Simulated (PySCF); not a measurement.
C$_{2}$F$_{6}$, triplet, at the geometry of the source list (a higher spin typed on purpose: for a closed-shell molecule this is an excited state). Base run: HF/3-21G (PySCF).

The PySCF input:
```python
from pyscf import gto, scf

mol = gto.M(
    atom='''
F     1.396600   -0.293400   -1.026600
C     0.764800   -0.070200    0.119500
F     1.255500    1.039000    0.659300
F     1.016600   -1.082600    0.940700
C    -0.764800    0.070200   -0.119500
F    -1.016700    1.082700   -0.940600
F    -1.255500   -1.039000   -0.659400
F    -1.396600    0.293300    1.026600
''',
    basis='3-21g',
    charge=0,
    spin=2,
    verbose=3,
)

mf = scf.UHF(mol)
mf.kernel()
```

The base run was repeated with changes; each row names its change, and settings that it needs were set with it.

| change | ΔE vs base (mEh) | fitting functions |
|---|---|---|
| base | 0.000 | - |
| auxbasis = cc-pvtz-jkfit | 0.116 | 632 |
| auxbasis = def2-tzvp-ri | 0.800 | 608 |
| auxbasis = cc-pvtz-ri | -0.377 | 648 |
| auxbasis = def2-universal-jkfit | 0.638 | 612 |
| auxbasis = even-tempered beta=3.0 | 5.402 | 296 |
| auxbasis = even-tempered beta=1.6 | 6.192 | 664 |
| auxbasis = def2-universal-jfit | 34.753 | 392 |
| auxbasis = cc-pvqz-jkfit | 0.027 | 848 |
| exchange = seminumerical (SGX) (with mf = sgx.sgx_fit(mf, auxbasis='def2-universal-jfit'); with mf.with_df.dfj = True) | -1.315 | 392 |

A fitting set is made for a task (jfit for Coulomb, jkfit for Coulomb and exchange, ri for correlation) and for a family of orbital bases.

Open shells are given as the SCF converged; they aren't shown to be the lowest states, and a large step between rows can be another state.
